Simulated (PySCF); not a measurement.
CHClF₄Si.
Atom-mapped SMILES: `[F:1][C@H:2]([Cl:3])[Si:4]([F:5])([F:6])[F:7]` (hydrogens: H8 on C2)

A GFN2-xTB structure with every atom displaced at random (by about 0.01 Å) was refined with PySCF, PBE0-D3(BJ)/def2-SVP geometry optimisation, gas phase. Values at the start:

```
  coordinate    start
       F1–C2  1.348 Å
      C2–Cl3  1.789 Å
      C2–Si4  1.867 Å
       C2–H8  1.104 Å
      Si4–F5  1.586 Å
   F1–C2–Cl3   107.0°
   F1–C2–Si4   113.5°
   C2–Si4–F5   110.9°
   C2–Si4–F6   115.0°
  Cl3–C2–Si4   109.0°
   F5–Si4–F6   106.2°
   F5–Si4–F7   105.5°
F1–C2–Si4–F5    -174°
```

**Question.** How do these coordinates change at the PBE0-D3(BJ)/def2-SVP level?

**Answer.** 
```
  coordinate  PBE0-D3(BJ)/def2-SVP (Å or °)  change
      C2–Si4                          1.881  +0.014
      Si4–F5                          1.596  +0.010
       F1–C2                          1.356  +0.008
      C2–Cl3                          1.782  -0.007
       C2–H8                          1.102  -0.002
   F1–C2–Cl3                          110.6    +3.6
   C2–Si4–F6                          111.4    -3.6
   F1–C2–Si4                          110.2    -3.3
   F5–Si4–F6                          109.3    +3.1
   F5–Si4–F7                          108.0    +2.5
   C2–Si4–F5                          109.8    -1.1
  Cl3–C2–Si4                          108.0    -1.0
F1–C2–Si4–F5                           -178      -4
```

The energy falls by 2.4 kcal/mol over 11 energy and gradient evaluations, the largest force component goes from 0.0212 to 1.9e-04 Eh/bohr, and the atoms move by 0.080 Å rms after alignment. The bond that changes most is C2–Si4 (sp3 C–F carbon to fluorine-bound silicon), which lengthens by 0.014 Å. Bonds longer at the end by more than 0.005 Å: 5 of 7; shorter: 1. Rotational constants go from 2563, 1278, 1089 to 2471, 1317, 1112 MHz.

The run used 111 basis functions and 67 SCF cycles in all.

Stationary, but not proved a minimum.

Conformer computed: `[F:1][C@H:2]([Cl:3])[Si:4]([F:5])([F:6])[F:7]`: F1–C2–Si4–F5 -178°.
